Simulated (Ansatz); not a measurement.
AgBr₂. The state is a doublet with charge 0. Geometry B3LYP-D4/def2-TZVP; atoms count from 1.

Cartesian coordinates in Å:
```
Ag 0.000 -0.001 0.000
Br -0.059 0.896 2.254
Br 0.059 -0.896 -2.254
```

In the def2 sets Ag takes a core potential; there is no spin–orbit coupling. The structure comes from a short search, and lower isomers may exist.

(1) Estimate the Mulliken populations from the PBE0/def2-TZVP orbitals of Ansatz.

(2) Where does the spin sit?

(3) And the Mayer bond orders between bonded heavy atoms (over 0.3)?

Answers

(1) 
| atom | charge (e) | spin (α − β) | d electrons |
| --- | --- | --- | --- |
| Ag1 | 0.40 | 0.10 | 9.75 |
| Br2 | -0.20 | 0.45 | – |
| Br3 | -0.20 | 0.45 | – |
Mulliken values and Mayer orders depend strongly on the basis.

(2) Summed by element: Ag 0.10, Br 0.90, of 1 unpaired in all. Largest on single atoms: Br3 0.45, Br2 0.45, Ag1 0.10.

(3) Ag1–Br2 0.82 (2.43 Å); Ag1–Br3 0.82 (2.43 Å). Values over 0.3 also appear between atoms too far apart for a bond (Br2–Br3 0.37 at 4.85 Å); they arise where an orbital or an unpaired electron spreads over both atoms.
